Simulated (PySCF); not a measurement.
CH9OPSi2.
SMILES: `CO[SiH2]P[SiH3]`

Torsions of this conformer, `[CH3:1][O:2][SiH2:3][PH:4][SiH3:5]`: C1–O2–Si3–P4 -178°, O2–Si3–P4–Si5 -173°.

The closed-shell ground state was solved at several levels (PySCF, density fitting, gas phase, non-relativistic). The structure is a single PBE0-D3(BJ)/def2-SVP conformer in the gas phase; no vibrational or solvent corrections.

| level | basis functions | total energy (Eh) | HOMO (eV) | LUMO (eV) | gap (eV) | dipole (D) |
| --- | --- | --- | --- | --- | --- | --- |
| PBE0/pcSseg-1 | 151 | -1038.5519 | -7.52 | 0.04 | 7.56 | 1.85 |
| PBE0/def2-SVPD | 187 | -1038.2424 | -7.49 | -0.14 | 7.35 | 1.40 |

**Question.** What might CAM-B3LYP/pcSseg-2 (327 basis functions) give for the same quantities?

**Answer.** Total energy -1039.1852 Eh, HOMO -8.72 eV, LUMO 0.77 eV, gap 9.49 eV, dipole 1.54 D.

**Question.** Over all these levels, which gives the widest orbital gap and which the narrowest?

**Answer.** CAM-B3LYP/pcSseg-2 (range-separated hybrid) has the widest, 9.49 eV, and PBE0/def2-SVPD (global hybrid, 25 % exact exchange) the narrowest, 7.35 eV. Functional and basis both differ between the two, so the spread mixes both effects.

**Question.** How far do the dipole and the HOMO energy spread over the levels?

**Answer.** The dipole runs from 1.40 to 1.85 D (mean 1.60 D) and the HOMO from -8.72 to -7.49 eV.
